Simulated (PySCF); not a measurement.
Predicted microwave data (PBE0/pcSseg-1 in PySCF (dipole) on a GFN2-xTB geometry, gas phase) for one isomer of C7H8O2Si:

* Rotational constants: A = 1847, B = 590.3, C = 497.3 MHz
* Dipole components: |μa| = 4.10 D, |μb| = 1.65 D, |μc| = 1.09 D
* Inertial defect: -113.40 u·Å²
* κ: -0.86

Problem. Which structure is it? (One computed conformer of each.)
A. `[CH2:1]=[C:2]=[C:3]([C:4]#[C:5][CH3:6])[C:7](=[O:8])[SiH2:9][OH:10]` with C2–C3–C7–O8 -4°, C3–C7–Si9–O10 -179°, C7–Si9–O10–H -1°
B. `[CH3:1][C@@H:2]1[SiH2:3][C:4](=[O:5])[C@H:6]1[C:7]#[C:8][CH:9]=[O:10]` with C1–C2–Si3–C4 -127°, C2–Si3–C4–O5 -169°, Si3–C4–C6–C7 -132°, C1–C2–C6–C4 134°
C. `[O:1]=[CH:2][c:3]1[cH:4][cH:5][cH:6][cH:7][c:8]1[O:9][SiH3:10]` with O1–C2–C3–C4 0°, C7–C8–O9–Si10 0°
D. `[CH2:1]=[C:2]=[C:3]([C:4]#[C:5][CH3:6])[SiH2:7][C:8](=[O:9])[OH:10]` with C2–C3–Si7–C8 -9°, C3–Si7–C8–O9 -96°, Si7–C8–O10–H -178°

Solution. B. It is C[C@@H]1[SiH2]C(=O)[C@H]1C#CC=O, an asymmetric top, point group C1. The candidates at the same level (rigid rotor, commonest isotopes):

| SMILES | A (MHz) | B (MHz) | C (MHz) | μa (D) | μb (D) | μc (D) | Δ (u·Å²) | point group | rotor |
| --- | --- | --- | --- | --- | --- | --- | --- | --- | --- |
| C[C@@H]1[SiH2]C(=O)[C@H]1C#CC=O | 1847 | 590.3 | 497.3 | 4.10 | 1.65 | 1.09 | -113.40 | C1 | asymmetric top |
| C=C=C(C#CC)C(=O)[SiH2]O | 1137 | 886.0 | 504.4 | 3.50 | 0.39 | 0.08 | -13.19 | near Cs | asymmetric top |
| C=C=C(C#CC)[SiH2]C(=O)O | 2081 | 562.5 | 481.5 | 1.24 | 0.63 | 1.34 | -91.70 | C1 | asymmetric top |
| O=Cc1ccccc1O[SiH3] | 1582 | 914.5 | 583.4 | 3.12 | 3.17 | 0.00 | -5.76 | Cs | asymmetric top |

`C=C=C(C#CC)C(=O)[SiH2]O` has B 50 % too high; `O=Cc1ccccc1O[SiH3]` has B 55 % too high; `C=C=C(C#CC)[SiH2]C(=O)O` has A 13 % too high. No structure here is proved a minimum.
